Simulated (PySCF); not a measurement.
## Polarisability of `O=CC#CC(=O)[O-]`

Compound: C₄HO₃ (charge -1).
Cartesian coordinates in Å at the PBE0-D3(BJ)/def2-SVP level; atoms count from 1:
```
atom  x, y, z in Å
O1     2.797   -0.881   -0.182
C2     2.034   -0.202    0.480
C3     0.621   -0.121    0.359
C4    -0.599    0.020    0.313
C5    -2.100    0.203    0.261
O6    -2.461    1.091   -0.520
O7    -2.722   -0.560    1.008
H8     2.440    0.460    1.292
```

Level: CAM-B3LYP/def2-SVPD (PySCF), static field, nuclei fixed, core orbitals frozen in the response. The polarisability tensor in these axes (au):

```
x   112.47  -9.54  -1.31
y    -9.54  51.95  -3.53
z    -1.31  -3.53  50.26
```

Problem. Give the principal values, the mean and the anisotropy Δα = √{½[(α1 − α2)² + (α2 − α3)² + (α1 − α3)²]}.

Solution. Principal values 46.68, 54.06 and 113.95 au; mean 71.56 au = 10.60 Å³ = 11.80 × 10⁻⁴⁰ C²·m²/J; Δα = 63.90 au (89 % of the mean).

Problem. What depolarisation ratio follows for Rayleigh scattering of linearly polarised light, taking the static tensor?

Solution. ρ = 3Δα²/(45ᾱ² + 4Δα²) = 12250.3/(230460 + 16333.8) = 0.0496.

Problem. What are the principal values of the traceless quadrupole moment, Θ = ½Σq(3rr − r²1), about the centre of nuclear charge?

Solution. -35.09, 10.69, 24.40 D·Å. The values depend on the origin, since the species is charged. The electronic extent ⟨r²⟩ about the same centre is 1046 bohr², a root-mean-square distance of 2.42 Å for the 50 electrons.

Problem. In TDDFT the mean static polarisability is Σ f/ω² over all singlet excitations (ω in hartree). How much of it do the 6 lowest give? Their energies (eV) and oscillator strengths: 4.16, 0.0011; 4.47, 0.0780; 4.52, 0.1391; 4.74, 0.0016; 4.80, 0.0005; 4.98, 0.0010.

Solution. They add up to 8.09 au, 11.3 % of the 71.56 au; the largest single term is 5.05 au, from the state at 4.52 eV. Terms in order: 0.05, 2.89, 5.05, 0.05, 0.01, 0.03 au. Higher excitations give the rest. The strengths listed sum to 0.221.

Problem. Give the principal axes and the span of the nuclei along them.

Solution. Largest value along (0.99, -0.15, -0.01), where the nuclei span 5.52 Å; middle along (0.10, 0.71, -0.70), 2.26 Å; least along (0.11, 0.69, 0.72), 1.94 Å. The response follows the extents in order.

Isolated species at its PBE0-D3(BJ)/def2-SVP geometry, gas phase.
